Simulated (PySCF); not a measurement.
C2H11NSi2.
Atom-mapped SMILES: `[CH3:1][NH:2][SiH2:3][SiH2:4][CH3:5]` (hydrogens: H6, H7, H8 on C1; H9 on N2; H10, H11 on Si3; H12, H13 on Si4; H14, H15, H16 on C5)

Torsions of this conformer, `[CH3:1][NH:2][SiH2:3][SiH2:4][CH3:5]`: C1–N2–Si3–Si4 -166°, N2–Si3–Si4–C5 60°.

The closed-shell ground state was solved at several levels (PySCF, density fitting, gas phase, non-relativistic). Geometry: PBE0-D3(BJ)/def2-SVP, one conformer, isolated molecule.

```
              level  basis functions  total energy (Eh)  HOMO (eV)  LUMO (eV)  gap (eV)  dipole (D)
       KT2/pcSseg-2              348          -724.0170      -5.49      -0.91      4.58        1.22
CAM-B3LYP/def2-SVPD              196          -716.2426      -8.07       1.04      9.11        1.17
```

What might PBE0/pcSseg-1 (154 basis functions) give for the same quantities?

Total energy -716.1335 Eh, HOMO -6.67 eV, LUMO 0.34 eV, gap 7.01 eV, dipole 1.28 D.

Over all these levels, which gives the widest orbital gap and which the narrowest?

CAM-B3LYP/def2-SVPD (range-separated hybrid) has the widest, 9.11 eV, and KT2/pcSseg-2 (GGA) the narrowest, 4.58 eV. Functional and basis both differ between the two, so the spread mixes both effects.

How far do the dipole and the HOMO energy spread over the levels?

The dipole runs from 1.17 to 1.28 D (mean 1.22 D) and the HOMO from -8.07 to -5.49 eV.
